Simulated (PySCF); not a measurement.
A calculated (UHF, PySCF 2.14, Sapporo-DZP-2012, scalar relativity by spin-free X2C-1e) atom or ion has these occupied shells.

```
shell  electrons  orbital energy (eV)  rms radius, mean of both spins (bohr)
 1s α          1              -1595.2                                  0.139
 1s β          1              -1595.2                                  0.139
 2s α          1              -134.08                                  0.677
 2s β          1              -133.99                                  0.677
 2p α          3              -87.667                                  0.674
 2p β          3              -87.480                                  0.674
 3s α          1              -11.589                                   2.81
 3s β          1               -9.897                                   2.81
 3p α          1               -5.923                                   3.69
```

Q: Name the element and its charge.

A: Al (aluminium, neutral), in [Ne] 3s2 3p1, 2P determinant.
